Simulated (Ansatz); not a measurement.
Reaction (redistribution): `[BH2][GeH]([CH3])[SiH3]` + `C[N]([SiH3])[InH2]` → `[SiH3][N]([SiH3])[InH2]` + `[BH2][GeH]([CH3])[CH3]`

Gas-phase electronic energies from Ansatz, PBE0-D4/def2-TZVP geometries. CCSD(T)/CBS is the MP2 limit (def2-TZVPP, def2-QZVPP) plus CCSD(T) − MP2 in def2-TZVPP, frozen cores. DFT in def2-TZVPP. B3LYP here is the variant with VWN-RPA as its local correlation; programs differ in this. Elements past krypton have def2 core potentials. For Ge, In outer-core shells are correlated without core-valence functions, which leaves a few kJ/mol of doubt a bond. Scalar relativity is left out up to krypton.

```
             level  ΔE (kJ/mol)  difference from CCSD(T)/CBS
            PBE-D4        -83.6                         26.6
           PBE0-D4        -93.7                         16.5
           ωB97X-V       -105.0                          5.2
           ωB97M-V       -109.3                          0.9
               PBE        -82.4                         27.8
            r2SCAN        -99.7                         10.5
              PBE0        -92.8                         17.4
             B3LYP        -98.1                         12.1
    MP2/def2-TZVPP       -117.9                         -7.7
SCS-MP2/def2-TZVPP       -117.8                         -7.6
CCSD(T)/def2-TZVPP       -109.9                          0.3
     HF/def2-QZVPP       -123.4                        -13.2
    MP2/def2-QZVPP       -118.5                         -8.3
SCS-MP2/def2-QZVPP       -118.7                         -8.5
      HF/CBS(def2)       -123.5                        -13.3
     MP2/CBS(def2)       -118.2                         -8.0
       CCSD(T)/CBS       -110.2                            0
```

Largest T1 diagnostic among the species: 0.015.

From PBE to PBE0 (25 % exact exchange), in def2-TZVPP and without D4, ΔE moves by −10.4 kJ/mol. In def2-TZVPP, CCSD(T) changes the Hartree–Fock value by +12.3 kJ/mol (the triples alone add +2.2 kJ/mol) and MP2 by +4.4 kJ/mol.

CCSD(T)/CBS has its own doubt, a few kJ/mol and more with outer-core shells, so smaller differences from it don't rank the levels.
